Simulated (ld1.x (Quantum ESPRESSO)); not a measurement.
# Before and after: TM potential for Zr (Z = 40)

* Element: zirconium (Zr)
* Generator: ld1.x (Quantum ESPRESSO) 7.5
* Type: norm-conserving Troullier–Martins (Kleinman–Bylander form)
* Functional: PBE
* Relativity: scalar-relativistic
* Frozen core: [Kr]
* Valence charge: 4
* Reference configuration: 4d2 5s1 5p0 (charge +1)
* Partial waves: 5s (bound): rc 3.25 bohr; 4d (bound): rc 2.90 bohr; 5p (bound, empty): rc 3.05 bohr
* Local potential: the p channel
* Core correction: none

Change: all radii scaled by about 1.10 (s 3.56, p 3.34, d 3.18 bohr).

Cutoffs: the cutoffs (Ry, on a coarse ladder) from which the occupation-weighted sum of valence levels, in a spherical-Bessel basis at the reference potential, stays within 10 and 1 mRy of its value at 400 Ry; they do not see the model core or the augmentation charge, which bear on the density cutoff. Errors are all-electron minus pseudo energies relative to the spin-unpolarised reference configuration.

Question: What does the change do?

Answer: The potential gets softer (21 Ry and 25 Ry → 18 Ry and 21 Ry); the bound ghost in s disappears; of the 7 tests that both files solve, the error grows in 2 and shrinks in 3 by more than 15 % and 0.3 meV (median size 42.2 → 23.4 meV). A larger radius leaves more room for a smooth pseudo-wave, so fewer plane waves are needed.

```csv
quantity,base,changed
"cutoff, loose",21 Ry,18 Ry
"cutoff, tight",25 Ry,21 Ry
bound ghosts,s,none
"error for 4d2 5s2 5p0, meV [ΔE -7.14 eV]",-42,+23
"error for 4d2 5s0 5p0, meV [ΔE 12.94 eV]",+101,+92
"error for 4d1 5s0 5p0, meV [ΔE 35.57 eV]",+297,+303
"error for 4d2 5s0 5p2, meV [ΔE -0.92 eV]",+17,+7.5
"error for 4d1 5s2 5p1, meV [ΔE -4.13 eV]",+82,+124
"error for 4d2 5s1 5p1, meV [ΔE -4.10 eV]",+4.8,+11
"error for 4d2 5s0 5p1, meV [ΔE 3.72 eV]",+14,+6.7
```

Base: These tests converged, but a pseudo level misses the all-electron one widely, so the file describes the atom poorly there or has found another state: 4d1 5s0 5p0: empty 5s by 3.4 eV. A true bound ghost makes a file unfit for plane-wave use even where its test errors are small: the radial tests pick states by their node count and pass the ghost by.
